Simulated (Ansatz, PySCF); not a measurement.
bicarbonate (CHO₃), SMILES C(O)([O-])=O, charge -1. Atoms are numbered in the order given.

```xyz
5

O      0.7475     1.0231     0.0000
C     -0.0614    -0.1486     0.0000
O     -1.2870     0.0896     0.0000
O      0.5713    -1.2066     0.0000
H      0.0914     1.7275     0.0000
```
Charge -1, spin multiplicity 1.

The structure is a stationary point at PBE0-D3(BJ)/def2-SVPD. One conformer was computed; it need not be the lowest.

Two levels are set side by side: PBE-D3(BJ)/def2-SVPD (Ansatz, a program for electronic structure) and PBE0-D3(BJ)/def2-SVPD (Ansatz). Each level has its own optimised geometry; the coordinates shown are those of the second. Frequencies come from the Hessian of PySCF at each geometry. Differences are taken from unrounded values.

```csv
quantity,PBE0-D3(BJ)
mean bond length (Å),1.217
bond O1–C2 (Å),1.424
bond C2–O3 (Å),1.248
bond C2–O4 (Å),1.233
bond O1–H5 (Å),0.963
highest harmonic wavenumber (cm⁻¹),3874
mean harmonic wavenumber (cm⁻¹),1308
zero-point energy (kcal/mol),16.83
```

Task: What does PBE-D3(BJ) give, and how far is it from PBE0-D3(BJ)? (The exact figures need the calculation; the answer reports its results.)

Result: 
| quantity | PBE-D3(BJ) | PBE-D3(BJ) minus PBE0-D3(BJ) |
|---|---|---|
| mean bond length (Å) | 1.235 | 0.018 |
| bond O1–C2 (Å) | 1.458 | 0.034 |
| bond C2–O3 (Å) | 1.261 | 0.013 |
| bond C2–O4 (Å) | 1.245 | 0.012 |
| bond O1–H5 (Å) | 0.975 | 0.012 |
| highest harmonic wavenumber (cm⁻¹) | 3687 | -187 |
| mean harmonic wavenumber (cm⁻¹) | 1233 | -75 |
| zero-point energy (kcal/mol) | 15.86 | -0.97 |

Exact exchange shortens and stiffens bonds; PBE has none. Differences between two approximate levels are no errors against the true value.
